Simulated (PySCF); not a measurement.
Working out the ionisation energy of F²⁺

F²⁺ [He] 2s2 2p3 (4S) → F³⁺ [He] 2s2 2p2 (3P). All numbers are calculated (PySCF 2.14, no relativity, point nucleus, in aug-cc-pVQZ with one added diffuse shell each of s, p, d, f, g type (7s6p5d4f3g, 105 functions)). Frozen: 1s2. Energies in hartree (1 hartree = 27.21139 eV):

```json
{"part": "UHF", "F²⁺ (lower)": "-97.611630", "F³⁺ (upper)": "-95.323744"}
{"part": "MP2 opposite-spin", "F²⁺ (lower)": "-0.078164", "F³⁺ (upper)": "-0.071753"}
{"part": "MP2 same-spin", "F²⁺ (lower)": "-0.031828", "F³⁺ (upper)": "-0.014755"}
```

Problem. What does Hartree-Fock give?

Solution. (-95.323744) − (-97.611630) = 2.287886 hartree = 62.257 eV.

Problem. What do MP2 and SCS-MP2 (6/5 opposite-spin, 1/3 same-spin) give?

Solution. The opposite-spin parts differ by 0.174 eV and the same-spin parts by 0.465 eV. MP2: 62.257 + (0.174) + (0.465) = 62.896 eV. SCS-MP2: 62.257 + 1.2 × (0.174) + (0.465)/3 = 62.621 eV.

A first-order spin-orbit estimate adds -0.054 eV to MP2 (valence), giving 62.842 eV against 62.708 eV (semi-empirical (NIST evaluation); NIST Atomic Spectra Database, ionization energies).

What remains against the reference includes basis incompleteness, the frozen core and correlation beyond second order.
